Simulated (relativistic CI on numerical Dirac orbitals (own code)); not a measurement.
**Hyperfine structure of W¹⁰⁺, mass number 183**

Method of calculation: Dirac-Coulomb-Breit CI, orbitals from a KLI potential per configuration, model QED (radiative potential, 1s self-energy scaled to tabulated hydrogen-like ionisation energies), unscaled Slater integrals (own radial code, finite nucleus).

Configurations in the expansion (outside the closed core [Kr] 4d10): 4f14 5s2 5p2, 4f13 5s2 5p3, 4f14 5s 5p3, 4f14 5s2 5p 5d, 4f14 5s 5p2 5d, 4f13 5s2 5p2 5d, 4f14 5s2 5p 5f, 4f14 5s2 5p 6s, 4f14 5s2 5p 5g, 4f14 5p4, 4f13 5p5, 4f13 5p4 5d, 4f14 5s2 5d2, 4f14 5s 5d3, 4f13 5s2 5d3. Double excitations out of closed p, d and f shells are left out; levels of such configurations are missing from the list, as are those of other unlisted configurations, and high levels can miss mixing partners.

Nuclear spin I = 1/2, μ = 0.11739 μN (tables of Stone and Pyykkö). The electronic factors are computed for point nuclear moments, without core polarisation or the Bohr-Weisskopf and QED corrections.

```json
{"Level": "4f13 5s2 5p3 3D_1", "E (eV)": "8.9525", "A (MHz)": "-275.1"}
{"Level": "4f14 5s2 5p2 3P_1", "E (eV)": "10.3362", "A (MHz)": "-1631"}
{"Level": "4f13 5s2 5p3 3F_2", "E (eV)": "10.8865", "A (MHz)": "653.9"}
{"Level": "4f13 5s2 5p3 5F_5", "E (eV)": "18.2841", "A (MHz)": "-330.8"}
{"Level": "4f13 5s2 5p3 3F_2", "E (eV)": "19.1893", "A (MHz)": "1683"}
```

Levels with J = 0, under 50 % of one LS term, or S terms without an open s electron are left out. Small factors come from cancelling terms and can be off by tens of per cent or more.

At this charge transitions that keep the count of f electrons are usually good to a few per cent. Levels and lines within the n = 5 or 6 shells can be off by up to 10 % or somewhat more, and those that change n by about 2 %, since core polarisation is missing. Levels that differ in their count of f electrons can be misplaced by several ten thousand cm⁻¹, since the correlation energy of f electrons is missing or only estimated; rates across such gaps can be off by orders of magnitude.

(1) Give the hyperfine levels of 4f14 5s2 5p2 3P_1 relative to its centre of gravity.

## Answers

(1) With K = F(F + 1) − I(I + 1) − J(J + 1), E = AK/2: F = 1/2: 1631, F = 3/2: -815.7 MHz.

LS names give the leading component of a level, which can be under half, so a name can repeat, a term be missing and a line seem to break the LS rules.
